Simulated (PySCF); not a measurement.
## O (oxygen, neutral) across methods

[He] 2s2 2p4, high-spin 3P determinant. Computed with PySCF 2.14 in x2c-QZVPPall, with scalar relativity by spin-free X2C-1e.

```csv
method,E (hartree),mean ε 2s β (eV),mean ε 2p α (eV),mean ε 2p β (eV),Σ⟨r²⟩ (bohr²),⟨S²⟩
TPSSh,-75.1560,-22.760,-11.156,-8.599,11.42,2.004
PBE,-75.0679,-21.551,-10.146,-7.547,11.61,2.003
TPSS,-75.1618,-21.882,-10.287,-7.871,11.47,2.003
PBE0,-75.0756,-23.827,-12.349,-9.450,11.43,2.004
B97-3,-75.1286,-24.175,-12.411,-9.519,11.39,2.004
r2SCAN,-75.1155,-21.809,-10.803,-7.883,11.40,2.005
BLYP,-75.1439,-21.581,-10.034,-7.571,11.65,2.003
UHF,-74.87098,-29.314,-18.424,-14.182,11.19,2.009
LDA,-74.5825,-21.642,-10.325,-7.399,11.67,2.004
```
